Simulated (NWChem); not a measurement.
Species: silanone (SiH₂O); SMILES [SiH2]=O

```xyz
4

Si     0.0000     0.0000    -0.4370
O      0.0000     0.0000     1.0951
H      0.0000    -1.2354    -1.2734
H      0.0000     1.2354    -1.2734
```
Atoms are numbered in this order, from 1.

The geometry was optimised at PBE0/def2-SVP.

Give the principal values of the shielding tensors (ppm) of Si1, O2 from PBE0/pcSseg-2, GIAO (NWChem), with their diamagnetic and paramagnetic parts as GIAO splits them.


| atom | σ11 | σ22 | σ33 | isotropic | diamagnetic | paramagnetic |
|---|---|---|---|---|---|---|
| Si1 | 2.0 | 321.2 | 429.8 | 251.0 | 879.4 | -628.4 |
| O2 | -535.8 | -279.5 | 316.5 | -166.3 | 391.5 | -557.8 |
